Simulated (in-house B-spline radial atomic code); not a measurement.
**Ionising Tl³⁺ with different functionals**

Computed with a B-spline radial code for spherical atoms: four-component Dirac-Coulomb Hamiltonian, Fermi nucleus of rms radius 5.4759 fm, spin-restricted, spherical fractional occupations for the functionals. The ionisation energy is the difference of two self-consistent energies, [Xe] 4f14 5d10 → [Xe] 4f14 5d9, without Breit or QED terms; ε is the level of the shell that loses the electron (mean over j). The electron is taken from both j subshells in proportion to 2j + 1, so the result is a j average, not the step between ground levels.

Hybrids are left out here: with spherical fractional occupations of an open shell their exact exchange keeps a self-interaction that integer-occupation calculations don't have.

| method | rung | ΔSCF (eV) | -ε(5d) (eV) |
| --- | --- | --- | --- |
| LDA VWN5 | LDA | 52.07 | 44.60 |
| relativistic LDA | LDA | 52.08 | 44.61 |
| LDA PW92 | LDA | 52.06 | 44.59 |
| LDA exchange-only | LDA | 50.37 | 42.93 |
| PBE | GGA | 51.78 | 44.30 |
| PBEsol | GGA | 51.80 | 44.33 |
| BLYP | GGA | ? | ? |
| RPBE | GGA | ? | ? |
| PW91 | GGA | 51.86 | 44.39 |
| BP86 | GGA | 51.87 | 44.40 |
| AM05 | GGA | 51.81 | 44.33 |
| OLYP | GGA | 51.96 | 44.45 |

(1) What does RPBE give?

(2) What does BLYP give?

(3) How do they compare with the NIST value?

Results:

(1) ΔSCF 51.70 eV, and -ε(5d) = 44.23 eV.

(2) ΔSCF 51.62 eV, and -ε(5d) = 44.15 eV.

(3) NIST lists 51.14 eV ± 0.04 (measured, ground level to ground level). Errors run from -0.77 to +0.94 eV; BLYP is closest (+0.48 eV), but part of that can be cancellation, since the calculations leave out Breit-QED terms, spin polarisation, the choice among j levels, multiplet and fine-structure energies.
